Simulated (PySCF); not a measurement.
## Radial density of N+ (nitrogen, charge +1)

M06-2X, [He] 2s2 2p2, high-spin 3P determinant. Calculation: PySCF 2.14, in aug-cc-pVDZ (4s3p2d, 23 functions); the non-relativistic Hamiltonian (point nucleus).

```
r (bohr)  4πr²ρ (e/bohr)  4πr²(ρα − ρβ)
 0.00476         0.05494         0.0001
 0.00801          0.1492         0.0002
  0.0135          0.3897         0.0004
  0.0227          0.9719         0.0011
  0.0381           2.216         0.0029
  0.0641           4.381         0.0074
   0.108           6.794         0.0223
   0.181           7.103         0.0898
   0.305           4.098         0.3445
   0.513           2.126         0.9407
   0.863           3.126         1.5347
    1.45           2.185         1.0197
    2.44          0.3585         0.1676
    4.11        0.009258         0.0066
```
